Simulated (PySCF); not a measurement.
# Energy of Se (selenium, neutral) between two integer charges

The 4p beta orbital of [Ar] 3d10 4s2 4p4 is emptied in steps (occupation f), with all orbitals relaxed, ending at [Ar] 3d10 4s2 4p3. All numbers are calculated (PySCF 2.14, no relativity, point nucleus, in def2-TZVP). The exact energy is a straight line in f; departures are measured from the line between the end points of the same method.

| f | UHF (eV) | LDA (eV) | PBE (eV) | PBE0 (eV) | r2SCAN (eV) | LC-wPBE (eV) | BHandHLYP (eV) | wB97X (eV) | r2SCAN0 (eV) | TPSS (eV) |
| --- | --- | --- | --- | --- | --- | --- | --- | --- | --- | --- |
| 1 | 0.000 | 0.000 | 0.000 | 0.000 | 0.000 | 0.000 | 0.000 | 0.000 | 0.000 | 0.000 |
| 0.75 | 0.158 | -0.776 | -0.747 | -0.524 | -0.692 | -0.022 | -0.331 | -0.127 | -0.487 | -0.724 |
| 0.5 | 0.201 | -1.039 | -0.997 | -0.697 | -0.908 | -0.027 | -0.448 | -0.187 | -0.636 | -0.964 |
| 0.25 | 0.145 | -0.782 | -0.746 | -0.520 | -0.660 | -0.017 | -0.342 | -0.159 | -0.460 | -0.719 |
| 0 | 0.000 | 0.000 | 0.000 | 0.000 | 0.000 | 0.000 | 0.000 | 0.000 | 0.000 | 0.000 |

**Question.** For PBE0, how does the orbital energy at f = 1 compare with the removal energy?

**Answer.** −ε = 6.868 eV against a total-energy difference of 9.665 eV. By Janak's theorem ε = ∂E/∂f, so the gap between them reflects the curvature. Along the path −ε is 8.271 (f = 0.75), 9.676 (f = 0.5), 11.065 (f = 0.25) eV.

| method | E(f=0) − E(f=1) (eV) | −ε at f=1 (eV) | −ε at f=0.5 (eV) |
| --- | --- | --- | --- |
| UHF | 8.587 | 9.468 | 8.553 |
| LDA | 9.914 | 5.803 | 9.896 |
| PBE | 9.671 | 5.695 | 9.674 |
| PBE0 | 9.665 | 6.868 | 9.676 |
| r2SCAN | 9.721 | 5.996 | 9.803 |
| LC-wPBE | 9.772 | 9.646 | 9.784 |
| BHandHLYP | 9.670 | 7.924 | 9.644 |
| wB97X | 9.834 | 9.207 | 9.752 |
| r2SCAN0 | 9.703 | 7.075 | 9.771 |
| TPSS | 9.680 | 5.820 | 9.693 |

Reference removal energy between the ground levels: 9.752 eV (measured; NIST Atomic Spectra Database, ionization energies). The calculation has no spin-orbit coupling. UHF lacks correlation.
